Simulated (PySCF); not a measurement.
**Two-component Hartree-Fock for Os (osmium, neutral)**

Start: [Xe] 4f14 5d7 6s1; 5d3/2 filled at m_j = +1/2, +3/2; 5d5/2 filled at m_j = -3/2, -1/2, +1/2, +3/2, +5/2; 6s1/2 filled at m_j = +1/2. Calculated with PySCF 2.14 in x2c-SVPall-2c with one added diffuse shell each of s, d type (8s9p10d2f, 99 functions): generalised Hartree-Fock with the X2C-1e Hamiltonian and a Gaussian nucleus; one run each with spin-orbit coupling (SO) switched off, then screened by Boettger's factors. This is a chosen level, not necessarily the ground level.

```tsv
spinor shell	electrons	ε, spin-free (eV)	ε, screened SO (eV)	weight of nominal j (screened SO)	rms radius, screened SO (bohr)
1s1/2	2	-74271.9	-74247.2	1.000	0.0201
2s1/2	2	-13078.8	-13071.0	1.000	0.0809
2p1/2	2	-11395.4	-12492.9	1.000	0.0687
2p3/2	4	-11395.4	-10955.6	1.000	0.0764
3s1/2	2	-3106.4	-3103.7	1.000	0.207
3p1/2	2	-2603.7	-2845.7	1.000	0.198
3p3/2	4	-2603.7	-2504.8	1.000	0.214
3d3/2	4	-2034.5	-2076.4	1.000	0.189
3d5/2	6	-2034.5	-2003.9	1.000	0.192
4s1/2	2	-687.50	-686.59	1.000	0.459
4p1/2	2	-519.70	-576.97	1.000	0.466
4d3/2	4	-306.97	-315.58	1.000	0.520
4d5/2	6	-306.97	-300.21	1.000	0.531
5s1/2	2	-105.27	-105.04	1.000	1.09
5p1/2	2	-59.798	-69.430	0.883	1.18
4f5/2	6	-68.256	-69.458	0.962	0.642
4f7/2	8	-68.256	-66.522	0.997	0.612
5p3/2	4	-59.798	-55.477	0.991	1.28
5d3/2	2	-9.606	-9.431	0.570	2.03
5d5/2	5	-9.606	-9.680	0.446	2.17
6s1/2	1	-7.995	-8.142	0.633	2.98
```

Where does 4p3/2 lie, and what is the 4p spin-orbit splitting (screened SO)?

At -495.95 eV, 81.025 eV above 4p1/2.

```
   quantity     spin-free   screened SO
E (hartree)  -17240.18498  -17262.67618
        M_J             5             5
       ⟨J²⟩        30.009        30.018
       ⟨L²⟩        12.006        12.743
       ⟨S²⟩         6.004         5.824
```

Each row is a mean over spinors that exchange with the open shell spreads, by up to 6.399 eV (5p3/2).

Rows whose weight is well below 1 are mixtures of j = l ± 1/2: exchange outweighs spin-orbit coupling there, and the label is only the starting occupation.

Breit and QED terms are absent; they matter most for the inner s and p1/2 levels.

Densities and radii are taken from the X2C orbitals without a picture-change correction, which distorts them close to the nucleus.

Without spin-orbit coupling the j labels of p, d and f shells carry no meaning; the spin-free column gives the mean over the occupied spinors of each nl shell.
